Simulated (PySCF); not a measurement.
# Hg²⁺ (mercury, charge +2) across methods

[Xe] 4f14 5d9 6s1, high-spin 3D determinant (an excited configuration). Computed with PySCF 2.14 in aug-cc-pVDZ-PP with ECP60MDF (5s5p4d2f, 54 functions), with a scalar-relativistic core potential.

```tsv
method	E (hartree)	mean ε 5d α (eV)	mean ε 5d β (eV)	mean ε 6s α (eV)	Σ⟨r²⟩ (bohr²)	⟨S²⟩
TPSSh	-152.1714	-33.125	-31.924	-25.280	36.88	2.001
wB97M-V	-152.1373	-36.804	-35.657	-27.834	36.88	2.001
r2SCAN0	-152.2246	-34.770	-33.387	-26.171	36.76	2.001
PBE0	-152.2127	-34.363	-33.131	-25.951	36.86	2.001
LDA	-151.9560	-32.453	-31.347	-25.475	37.10	2.000
r2SCAN	-152.2734	-32.876	-31.506	-25.303	36.77	2.001
UHF	-151.37213	-39.465	-37.907	-27.676	36.97	2.002
CAM-B3LYP	-152.1706	-35.738	-34.618	-27.291	36.98	2.000
PBE	-152.2397	-32.312	-31.170	-25.100	36.95	2.000
```

Energies and moments cover only the electrons outside the core potential. Spin-orbit coupling, absent here, splits the open shell strongly.
